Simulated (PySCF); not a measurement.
CH4BrGaO, SMILES [CH3][Ga]([OH])[Br].

Geometry: PBE-D3(BJ)/def2-SVP. The structure was generated by enumeration; whether it is a known compound was not checked. One conformer was computed; it need not be the lowest.

Level of theory: PBE-D3(BJ)/def2-SVP (PySCF 2.14.0).

Frequencies are harmonic and unscaled.

```json
[
 {"mode": "1", "ν (cm⁻¹)": "28", "IR (km/mol)": "0.2", "moving atoms (share of kinetic energy)": "H 98 %"},
 {"mode": "2", "ν (cm⁻¹)": "113", "IR (km/mol)": "2.2", "moving atoms (share of kinetic energy)": "C 38 %, H 22 %, Ga 20 %, Br 13 %"},
 {"mode": "3", "ν (cm⁻¹)": "141", "IR (km/mol)": "3.4", "moving atoms (share of kinetic energy)": "Ga 44 %, O 22 %, H 16 %, C 15 %"},
 {"mode": "4", "ν (cm⁻¹)": "153", "IR (km/mol)": "12.8", "moving atoms (share of kinetic energy)": "O 59 %, H 15 %, Br 9 %, C 8 %"},
 {"mode": "5", "ν (cm⁻¹)": "280", "IR (km/mol)": "30.2", "moving atoms (share of kinetic energy)": "Br 48 %, Ga 44 %"},
 {"mode": "6", "ν (cm⁻¹)": "396", "IR (km/mol)": "106.6", "moving atoms (share of kinetic energy)": "H 91 %, O 9 %"},
 {"mode": "7", "ν (cm⁻¹)": "568", "IR (km/mol)": "20.3", "moving atoms (share of kinetic energy)": "C 62 %, H 18 %, Ga 15 %"},
 {"mode": "8", "ν (cm⁻¹)": "685", "IR (km/mol)": "77.9", "moving atoms (share of kinetic energy)": "O 74 %, Ga 19 %"},
 {"mode": "9", "ν (cm⁻¹)": "708", "IR (km/mol)": "14.1", "moving atoms (share of kinetic energy)": "H 82 %, C 17 %"},
 {"mode": "10", "ν (cm⁻¹)": "728", "IR (km/mol)": "20.5", "moving atoms (share of kinetic energy)": "H 80 %, C 16 %"},
 {"mode": "11", "ν (cm⁻¹)": "810", "IR (km/mol)": "139.1", "moving atoms (share of kinetic energy)": "H 89 %"},
 {"mode": "12", "ν (cm⁻¹)": "1166", "IR (km/mol)": "2.7", "moving atoms (share of kinetic energy)": "H 81 %, C 19 %"},
 {"mode": "13", "ν (cm⁻¹)": "1375", "IR (km/mol)": "2.3", "moving atoms (share of kinetic energy)": "H 96 %"},
 {"mode": "14", "ν (cm⁻¹)": "1376", "IR (km/mol)": "4.6", "moving atoms (share of kinetic energy)": "H 95 %"},
 {"mode": "15", "ν (cm⁻¹)": "2991", "IR (km/mol)": "0.5", "moving atoms (share of kinetic energy)": "H 97 %"},
 {"mode": "16", "ν (cm⁻¹)": "3099", "IR (km/mol)": "0.2", "moving atoms (share of kinetic energy)": "H 91 %, C 9 %"},
 {"mode": "17", "ν (cm⁻¹)": "3112", "IR (km/mol)": "0.4", "moving atoms (share of kinetic energy)": "H 90 %, C 10 %"},
 {"mode": "18", "ν (cm⁻¹)": "3729", "IR (km/mol)": "56.4", "moving atoms (share of kinetic energy)": "H 94 %"}
]
```
